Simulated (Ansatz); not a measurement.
Abridged output of a molecular run in Ansatz:

```
Functional definition: HF
1696 factors; integrals over basis functions are off by at most 9.7e-4 eV
mean field evaluation 1: about -42726.1711 eV, gradient 2.7e1 eV
mean field evaluation 2: about -42726.4298 eV, gradient 2.7e1 eV
mean field evaluation 4: about -42728.6900 eV, gradient 3.2e0 eV
mean field evaluation 8: about -42728.7362 eV, gradient 2.2e-1 eV
mean field -42728.73651183 eV, -1570.2521042321 hartree, gradient 3.0e-6 eV, S^2 0.000000; 0 other end points of the search recorded, 0 dependent functions left out
25 core orbitals not correlated: weight in the atoms' cores, before any rotation towards them, 0.990 or more for the frozen orbitals, at most 0.009 for the correlated occupied ones
reference -42728.73651183 eV, -1570.2521042321 hartree; 16, 16 occupied and 222, 222 virtual orbitals, 1696 factors
second order -22.52558070 eV of doubles, -0.00000000 eV of singles
cycle   1  -23.66352570 eV  change    -1.1e0 eV  update   9.6e-2
cycle   2  -24.20768441 eV  change   -5.4e-1 eV  update   2.8e-2
cycle   3  -24.29639217 eV  change   -8.9e-2 eV  update   1.2e-2
cycle   4  -24.28815041 eV  change    8.2e-3 eV  update   2.8e-3
cycle   5  -24.28720817 eV  change    9.4e-4 eV  update   1.1e-3
cycle   6  -24.28717835 eV  change    3.0e-5 eV  update   3.4e-4
cycle   7  -24.28707119 eV  change    1.1e-4 eV  update   1.3e-4
cycle   8  -24.28708340 eV  change   -1.2e-5 eV  update   4.2e-5
cycle   9  -24.28708865 eV  change   -5.3e-6 eV  update   1.5e-5
perturbative correction -1.06258112 eV, -0.0390491359 hartree
Total energy: -42754.08618161 eV, -1571.1836874136 hartree
```

Its atoms:

Z-matrix (Å, degrees):
```
C
S 1 1.819
H 1 1.089 2 111.1
H 1 1.089 2 111.1 3 123.4
H 1 1.090 2 105.8 3 -118.3
Sn 2 2.361 1 98.9 3 -61.8
Cl 6 2.322 2 108.6 1 -55.9
Cl 6 2.322 2 108.6 1 56.3
H 6 1.695 2 115.4 1 -179.8
```

Which basis set was used?
A. def2-SVP
B. cc-pV(D+d)Z
C. def2-TZVPP
D. def2-TZVPPD

C. It gives 263 functions.

Write the keys of the input that set method, charge and spin (a neutral closed shell needs none for the last two).


```yaml
correlation: {method: ccsd_t, frozen_orbitals: {C: 1, Cl: 5, H: 0, S: 5, Sn: 9}}
```
